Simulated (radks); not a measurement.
Values are calculated unless marked as measured or tabulated.
All-electron atom: Co II in [Ar] 3d8. Level of theory: non-relativistic Kohn-Sham, PBE, spin-unpolarised, spherical densities, point nucleus (a radial shooting solver on a logarithmic mesh with Libxc functionals).

Normalised radial functions P(r) = r R(r), r in bohr:

| r | 3d |
|---|---|
| 0.003914 | 0.0000 |
| 0.005016 | 0.0000 |
| 0.006428 | 0.0000 |
| 0.008237 | 0.0001 |
| 0.01047 | 0.0002 |
| 0.01342 | 0.0004 |
| 0.0172 | 0.0008 |
| 0.02204 | 0.0016 |
| 0.02824 | 0.0031 |
| 0.03618 | 0.0061 |
| 0.04637 | 0.0118 |
| 0.05942 | 0.0224 |
| 0.07614 | 0.0412 |
| 0.09758 | 0.0736 |
| 0.125 | 0.1263 |
| 0.1602 | 0.2070 |
| 0.2037 | 0.3169 |
| 0.261 | 0.4620 |
| 0.3345 | 0.6257 |
| 0.4286 | 0.7808 |
| 0.5493 | 0.8909 |
| 0.7039 | 0.9218 |
| 0.902 | 0.8656 |
| 1.156 | 0.7440 |
| 1.481 | 0.5902 |
| 1.898 | 0.4325 |
| 2.432 | 0.2893 |
| 3.117 | 0.1721 |
| 3.994 | 0.0874 |

3d: eigenvalue -12.320 eV, 0 radial nodes, <r> = 1.13 bohr, 90 % of the charge inside 2.04 bohr.
